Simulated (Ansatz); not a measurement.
Start from `[F][Hf]([F])([SH])[SH]` and change one atom or group to get `[OH][Hf]([F])([F])[SH]`.

Ansatz, PBE0-D4/def2-TZVP geometries, multiplicity 1. Each molecule was computed in one conformer, which needn't be the lowest.

Elements past krypton have def2 core potentials.

| property | `[F][Hf]([F])([SH])[SH]` |
| --- | --- |
| ideal-gas entropy at 298 K and 1 bar (rigid rotor, harmonic PBE0-D4/def2-TZVP) / J/(mol·K) | 401 |
| size of the dipole moment (PBE/def2-TZVPP) / D | 0.69 |
| HOMO energy (B3LYP/def2-TZVPP) / eV | -7.60 |
| HOMO–LUMO gap (PBE0/def2-TZVPP) / eV | 6.17 |
| size of the dipole moment (B3LYP/def2-TZVPP) / D | 0.76 |
| HOMO energy (PBE/def2-TZVPP) / eV | -6.65 |

(1) What does the change do to each property? (Estimate.)

Answers

(1) Computed: 
```tsv
property	`[OH][Hf]([F])([F])[SH]`	shift
ideal-gas entropy at 298 K and 1 bar (rigid rotor, harmonic PBE0-D4/def2-TZVP) / J/(mol·K)	395	-6
size of the dipole moment (PBE/def2-TZVPP) / D	3.23	2.54
HOMO energy (B3LYP/def2-TZVPP) / eV	-7.51	0.09
HOMO–LUMO gap (PBE0/def2-TZVPP) / eV	6.88	0.71
size of the dipole moment (B3LYP/def2-TZVPP) / D	3.27	2.51
HOMO energy (PBE/def2-TZVPP) / eV	-6.53	0.12
```

With PBE0 the HOMO rises by 0.08 eV and the LUMO rises by 0.80 eV, so the gap widens by about 0.72 eV. PBE moves the HOMO by 0.12 eV and ωB97M-V by 0.04 eV. Dipoles are sizes alone; their direction can turn.

B3LYP here is the variant with VWN-RPA as its local correlation; programs differ in this.
